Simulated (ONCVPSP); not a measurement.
# What one change does to a pseudopotential (Ru (Z = 44), ONCV)

| Quantity | Value |
| --- | --- |
| Element | Ru (Z = 44) |
| Generator | ONCVPSP 4.0.1 |
| Type | optimised norm-conserving Vanderbilt (ONCV) |
| Functional | PBE |
| Relativity | non-relativistic |
| Frozen core | [Ar] 3d10 |
| Valence charge | 16 |
| Reference configuration | 4s2 4p6 4d5 (charge +3) |
| Partial waves | 4s: rc 1.25 bohr, ncon 4, nbas 7, qcut 6.7 1/bohr, 3 projectors, debl 2.6 Ha; 4p: rc 1.30 bohr, ncon 3, nbas 5, qcut 5.2 1/bohr, 1 projector; 4d: rc 1.55 bohr, ncon 3, nbas 7, qcut 5.4 1/bohr, 2 projectors, debl 2.7 Ha |
| Local potential | polynomial inside 1.20 bohr (lpopt 5, dvloc0 1 Ha) |
| Core correction | Teter function, parameters optimised by the program |

In the s channel the program set the typed energies aside and used -3.903, 0.250, 2.850 Ha.

All-electron outer shells of the reference configuration (PBE, non-relativistic, ld1.x):

| shell | level (eV) | outermost node (bohr) | outermost maximum (bohr) |
| --- | --- | --- | --- |
| 4s | -106.21 | 0.49 | 0.94 |
| 4p | -79.62 | 0.49 | 0.99 |
| 4d | -37.81 | 0.48 | 1.17 |

Change: s: qcut 6.8; p: qcut 5.3; d: qcut 5.5.

Cutoffs: the cutoffs (Ha) at which the residual kinetic energy of the hardest occupied pseudo-wave falls to 1 and 0.1 mHa per electron; they do not see the model core or the augmentation charge, which bear on the density cutoff. Errors are all-electron minus pseudo energies relative to the spin-unpolarised reference configuration.

Problem. Predict the effect on cutoff, ghosts and configuration errors.

Solution. The potential gets neither clearly harder nor softer (73 Ha and 114 Ha → 70 Ha and 110 Ha); the d channel sets the loose cutoff, while the largest relative change is in s, which becomes softer; the errors of the 4 common tests hardly move; neither file shows a bound ghost.

| quantity | base | changed |
| --- | --- | --- |
| cutoff, loose | 73 Ha | 70 Ha |
| cutoff, tight | 114 Ha | 110 Ha |
| loose cutoff by channel | s 57 Ha, p 35 Ha, d 73 Ha | s 45 Ha, p 35 Ha, d 70 Ha |
| bound ghosts | none | none |
| GHOST(+) flags under 300 eV | none | none |
| error for 4s2 4p6 4d7 5s1, meV [ΔE -56.29 eV] | +23 | +20 |
| error for 4s2 4p6 4d7, meV [ΔE -49.46 eV] | +29 | +26 |
| error for 4s2 4p6 4d6, meV [ΔE -31.02 eV] | +15 | +13 |
| error for 4s2 4p6 4d7 5p1, meV [ΔE -53.20 eV] | +53 | +50 |
| s: phases at 1.27 bohr within 0.05 rad from the reference energy up to (Ha; the scan ends near 5) | to the end of the scan | to the end of the scan |
| p: phases at 1.32 bohr within 0.05 rad from the reference energy up to (Ha; the scan ends near 5) | 1.0 | 1.0 |
| d: phases at 1.57 bohr within 0.05 rad from the reference energy up to (Ha; the scan ends near 5) | 3.4 | 3.4 |
| rms error of d²Exc/dni dnj with the model core, mHa | 0.26 | 0.25 |
